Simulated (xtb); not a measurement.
CF3O3S, charge -1, singlet, at a GFN2-xTB geometry. Base run: GFN0-xTB (xtb).

Geometry (Å):
```xyz
8

O      1.4376    -0.3189     1.1711
S      0.9236    -0.0359    -0.1505
O      1.2017     1.2884    -0.6603
O      1.0351    -1.1123    -1.1096
C     -0.9289     0.0361     0.1514
F     -1.2628     0.9920     1.0333
F     -1.4092    -1.1194     0.6381
F     -1.6167     0.2942    -0.9726
```
Charge -1, spin multiplicity 1.
All else is at xtb's defaults.
Base energy -28.25122 Eh.

Each row names what was changed in the base input (with any setting that the change needs).

```tsv
change	ΔE vs base (kJ/mol)	HOMO-LUMO gap (eV)
base	0.00	6.97
etemp = 10	0.00	6.97
etemp = 1000	0.00	6.97
acc = 0.0001	0.00	6.97
etemp = 10000	[?]	6.97
acc = 30	0.00	6.97
```

Question: Complete the blanks.

Answer: 
- etemp = 10000, ΔE vs base (kJ/mol): -13.70
